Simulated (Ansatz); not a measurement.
A nudged elastic band was laid between two geometries of H3N + H7NOSi2 (15 atoms, charge 0, multiplicity 1).

Method: RKS B3LYP-D4/def2-SVP (Ansatz).

* movable images: 7
* climbing image: yes
* spring: 5.0 eV/Å²
* optimiser: quadratic models (default)
* start path: through a guess of the saddle point
* force threshold: 0.2 eV/Å
* iteration limit: 60
* end points: relaxed

First end point:

```xyz
15
Properties=species:S:1:pos:R:3
Si -0.351 0.142 0.109
O -0.488 -0.227 1.738
Si -1.492 -0.194 3.062
H -2.392 -1.387 3.060
H -0.658 -0.211 4.296
H -2.333 1.042 3.046
H 1.087 0.425 -0.119
H -1.219 1.321 -0.162
N -0.840 -1.107 -0.969
H -1.820 -1.283 -1.168
H -0.286 -1.953 -1.053
N 1.466 -2.738 1.163
H 0.722 -3.266 0.706
H 2.050 -2.343 0.424
H 1.017 -1.954 1.637
```

Last end point:

```xyz
15
Properties=species:S:1:pos:R:3
Si 0.680 -0.909 -0.786
O -0.964 -0.134 2.068
Si -1.714 -0.635 3.460
H -2.089 -2.087 3.418
H -0.856 -0.436 4.673
H -2.953 0.177 3.616
H 1.173 -1.723 -1.940
H 1.371 0.418 -0.830
N -1.035 -0.963 -0.837
H -1.550 -0.502 -0.088
H -1.547 -1.004 -1.711
N 1.117 -1.517 0.816
H 0.925 -2.502 0.993
H 2.056 -1.294 1.146
H -0.151 -0.622 1.775
```

Q: What changes between the two ends?

A: Bonds broken: Si1–O2, N12–H15. Bonds formed: Si1–N12, O2–H15. H3N + H7NOSi2 becomes H4OSi + H6N2Si.

Q: Give the energies along the band, and the barrier.

A: The run converged. The highest image is number 5 of 0 to 8, 1.00 eV above the first end and 0.70 eV above the last; the last end lies 0.29 eV above the first. The threshold of 0.2 eV/Å is loose, so the images may lie well off the minimum-energy path. The order of the stationary point at the top wasn't checked. The orbitals stay closed-shell, which can raise the energy where a bond breaks towards radicals; this wasn't checked here.

| image | path coordinate (Å) | energy (eV) | Si1–O2 (Å) | N12–H15 (Å) | Si1–N12 (Å) |
| --- | --- | --- | --- | --- | --- |
| 0 | 0.00 | 0.00 | 1.68 | 1.02 | 3.56 |
| 1 | 1.22 | 0.03 | 1.68 | 1.02 | 3.53 |
| 2 | 2.45 | 0.13 | 1.67 | 1.02 | 3.42 |
| 3 | 3.67 | 0.52 | 1.72 | 1.02 | 2.34 |
| 4 | 4.89 | 0.55 | 1.78 | 1.02 | 2.07 |
| 5 | 6.11 | 1.00 | 2.26 | 1.18 | 1.88 |
| 6 | 7.82 | 0.33 | 3.09 | 1.82 | 1.77 |
| 7 | 9.53 | 0.30 | 3.29 | 1.82 | 1.77 |
| 8 | 11.25 | 0.29 | 3.38 | 1.82 | 1.77 |

Q: What is the geometry of the highest image?

A: 
```xyz
15
Properties=species:S:1:pos:R:3
Si 0.193 -0.526 -0.147
O -0.659 -1.063 1.880
Si -1.639 -0.467 3.051
H -2.966 -1.169 3.085
H -1.032 -0.618 4.415
H -1.923 0.992 2.853
H 0.969 -0.394 -1.435
H 0.235 0.835 0.444
N -1.178 -1.372 -0.711
H -1.938 -1.645 -0.100
H -1.340 -1.520 -1.699
N 1.376 -1.590 0.858
H 1.610 -2.490 0.438
H 2.233 -1.123 1.160
H 0.522 -1.584 1.677
```

Time of the run: 5.2 min on 4 threads of Arm Neoverse V1, on a shared host, peak memory 0.33 GiB.
